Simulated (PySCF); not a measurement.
C₃H₉Ge, doublet (typed; the unrestricted solution is spin-contaminated), geometry from GFN2-xTB, with bond 7-1 at 1.8 times its length; HF/STO-3G run with PySCF.

The PySCF input:
```python
from pyscf import gto, scf

mol = gto.M(
    atom='''
C     2.34158793    1.08833734   -0.23254345
C     1.81308624   -0.21245295    0.23514570
C     0.57128543   -0.28375438    0.99009097
Ge   -1.07453076   -0.17696050   -0.19641555
H     3.39174683    1.01031274   -0.50702840
H     2.22969830    1.85358314    0.53682327
H     1.35768275    1.72941686   -1.82619752
H     2.22200223   -1.11630520   -0.18495243
H     0.48513465   -1.22031642    1.54291825
H     0.47778719    0.54938448    1.69008991
H    -1.12861210   -1.30931318   -1.17636722
H    -1.06910268    1.07790469   -1.01600632
H    -2.37440174   -0.17978707    0.56156785
''',
    basis='sto-3g',
    spin=1,
    verbose=4,
)

mf = scf.UHF(mol)
mf.kernel()
mo_i, mo_e, stable_i, stable_e = mf.stability(internal=True, external=True, return_status=True, nroots=6, tol=1e-6)
print('internally stable:', stable_i, ' externally stable:', stable_e)
if not stable_i:
    umf = mf.copy()
    umf.scf_summary = {}
    umf.kernel(umf.make_rdm1(mo_i, mf.mo_occ))
mf.analyze()
```

It wrote (shortened):

```
PySCF version 2.14.0

[INPUT] verbose = 4
[INPUT] num. atoms = 13
[INPUT] num. electrons = 59
[INPUT] charge = 0
[INPUT] spin (= nelec alpha-beta = 2S) = 1
[INPUT] symmetry False subgroup None
[INPUT] Mole.unit = angstrom
[INPUT] Symbol           X                Y                Z      unit          X                Y                Z       unit  Magmom
[...]
nuclear repulsion = 256.267250978171
number of shells = 26
number of NR pGTOs = 126
number of NR cGTOs = 42
basis = sto-3g
ecp = {}

******** <class 'pyscf.scf.uhf.UHF'> ********
method = UHF
initial guess = minao
damping factor = 0
level_shift factor = 0
DIIS = <class 'pyscf.scf.diis.CDIIS'>
diis_start_cycle = 1
diis_space = 8
diis_damp = 0
SCF conv_tol = 1e-09
SCF conv_tol_grad = None
SCF max_cycles = 50
direct_scf = True
direct_scf_tol = 1e-13
number electrons alpha = 30  beta = 29
Set gradient conv threshold to 3.16228e-05
init E= -2166.39569756567

cycle= 1 E= -2168.87962396045  delta_E= -2.48  |g|= 0.327  |ddm|= 2.87
cycle= 2 E= -2168.99131799229  delta_E= -0.112  |g|= 0.108  |ddm|= 0.671
cycle= 3 E= -2169.01749114116  delta_E= -0.0262  |g|= 0.0802  |ddm|= 0.241
cycle= 4 E= -2169.03730494591  delta_E= -0.0198  |g|= 0.0567  |ddm|= 0.23
cycle= 5 E= -2169.04976289148  delta_E= -0.0125  |g|= 0.0154  |ddm|= 0.333
cycle= 6 E= -2169.04999770819  delta_E= -0.000235  |g|= 0.0104  |ddm|= 0.047
cycle= 7 E= -2169.05031560547  delta_E= -0.000318  |g|= 0.00311  |ddm|= 0.052
cycle= 8 E= -2169.05033326561  delta_E= -1.77e-05  |g|= 0.00136  |ddm|= 0.0132
cycle= 9 E= -2169.05033541335  delta_E= -2.15e-06  |g|= 0.000994  |ddm|= 0.00976
cycle= 10 E= -2169.05033811716  delta_E= -2.7e-06  |g|= 0.000192  |ddm|= 0.00528
cycle= 11 E= -2169.05033821847  delta_E= -1.01e-07  |g|= 5.87e-05  |ddm|= 0.000929
cycle= 12 E= -2169.05033822229  delta_E= -3.82e-09  |g|= 4.71e-05  |ddm|= 0.000285
cycle= 13 E= -2169.05033822905  delta_E= -6.76e-09  |g|= 1.25e-05  |ddm|= 0.000232
cycle= 14 E= -2169.0503382295  delta_E= -4.53e-10  |g|= 3.06e-06  |ddm|= 6.73e-05
Extra cycle  E= -2169.05033822952  delta_E= -1.27e-11  |g|= 1.79e-06  |ddm|= 5.71e-06
converged SCF energy = -2169.05033822952  <S^2> = 1.3330431  2S+1 = 2.5163808
uhf_internal: lowest eigs of H = [0.47736163 0.54101174 0.62901825 0.6759245  0.687433   0.70745863]
<class 'pyscf.scf.uhf.UHF'> wavefunction is stable in the internal stability analysis
uhf_real2complex: lowest eigs of H = [0.334164   0.36165719 0.37979565 0.38585278 0.39081155 0.40780415]
<class 'pyscf.scf.uhf.UHF'> wavefunction is stable in the real -> complex stability analysis
uhf_external: lowest eigs of H = [-2.82515390e-07  5.31945424e-02  1.32391291e-01  2.42791120e-01
  3.14424461e-01  3.26852207e-01]
<class 'pyscf.scf.uhf.UHF'> wavefunction is stable in the UHF/UKS -> GHF/GKS stability analysis
internally stable: True  externally stable: True
**** SCF Summaries ****
Total Energy =                       -2169.050338229517365
Nuclear Repulsion Energy =             256.267250978171489
One-electron Energy =                -3549.200536334524259
Two-electron Energy =                 1123.882947126835461
Two-electron Coulomb Energy =         1221.434737828906691
DFT Exchange-Correlation Energy =      -97.551790702071230
**** MO energy ****
                             alpha | beta                alpha | beta
[...]
To work with the spin densities directly, `use mulliken_meta_spin()` only printing them here.

 ** Mulliken spin pop alpha/beta on meta-lowdin orthogonal AOs **
 ** Mulliken Spin Density (per AO)  **
spin_pop of  0 C 1s        0.00002
spin_pop of  0 C 2s       -0.13274
spin_pop of  0 C 2px      -0.20993
spin_pop of  0 C 2py      -0.12205
spin_pop of  0 C 2pz      -0.44547
spin_pop of  1 C 1s       -0.00003
spin_pop of  1 C 2s        0.08842
spin_pop of  1 C 2px       0.30398
spin_pop of  1 C 2py       0.05875
spin_pop of  1 C 2pz       0.53120
spin_pop of  2 C 1s        0.00000
spin_pop of  2 C 2s       -0.02020
spin_pop of  2 C 2px      -0.04893
spin_pop of  2 C 2py      -0.01204
spin_pop of  2 C 2pz      -0.03716
spin_pop of  3 Ge 1s        0.00000
spin_pop of  3 Ge 2s        0.00000
spin_pop of  3 Ge 3s        0.00000
spin_pop of  3 Ge 4s        0.01998
spin_pop of  3 Ge 2px       0.00000
spin_pop of  3 Ge 2py       0.00000
spin_pop of  3 Ge 2pz       0.00000
spin_pop of  3 Ge 3px       0.00003
spin_pop of  3 Ge 3py       0.00000
spin_pop of  3 Ge 3pz       0.00002
spin_pop of  3 Ge 4px       0.03540
spin_pop of  3 Ge 4py       0.00598
spin_pop of  3 Ge 4pz       0.02976
spin_pop of  3 Ge 3dxy     -0.00000
spin_pop of  3 Ge 3dyz     -0.00021
spin_pop of  3 Ge 3dz^2    -0.00001
spin_pop of  3 Ge 3dxz     -0.00016
spin_pop of  3 Ge 3dx2-y2   -0.00008
spin_pop of  4 H 1s        0.04339
spin_pop of  5 H 1s        0.04664
spin_pop of  6 H 1s        0.88820
spin_pop of  7 H 1s       -0.05478
spin_pop of  8 H 1s        0.01652
spin_pop of  9 H 1s        0.01935
spin_pop of  10 H 1s       -0.00366
spin_pop of  11 H 1s       -0.00407
spin_pop of  12 H 1s        0.00389
 ** Mulliken Spin Density (per atom)  **
spin density of  0 C =     -0.91017
spin density of  1 C =      0.98232
spin density of  2 C =     -0.11833
spin density of  3 Ge =      0.09071
spin density of  4 H =      0.04339
spin density of  5 H =      0.04664
spin density of  6 H =      0.88820
spin density of  7 H =     -0.05478
spin density of  8 H =      0.01652
spin density of  9 H =      0.01935
spin density of  10 H =     -0.00366
spin density of  11 H =     -0.00407
spin density of  12 H =      0.00389
 ** Mulliken pop alpha/beta on meta-lowdin orthogonal AOs **
 ** Mulliken pop       alpha | beta **
In total            30.00000 | 29.00000
 ** Mulliken atomic charges   ( Nelec_alpha | Nelec_beta ) **
charge of  0C =     -0.06441  (     2.57712      3.48729 )
charge of  1C =     -0.02200  (     3.50216      2.51984 )
charge of  2C =     -0.16722  (     3.02445      3.14278 )
charge of  3Ge =      0.47937  (    15.80567     15.71496 )
charge of  4H =      0.02876  (     0.50731      0.46393 )
charge of  5H =      0.02845  (     0.50909      0.46246 )
charge of  6H =     -0.01780  (     0.95300      0.06480 )
charge of  7H =      0.02483  (     0.46020      0.51497 )
charge of  8H =      0.03180  (     0.49236      0.47584 )
charge of  9H =      0.03167  (     0.49384      0.47449 )
charge of  10H =     -0.11917  (     0.55775      0.56142 )
charge of  11H =     -0.11812  (     0.55703      0.56110 )
charge of  12H =     -0.11615  (     0.56002      0.55613 )
Dipole moment(X, Y, Z, Debye):  0.04259, -0.31322,  0.57387
```
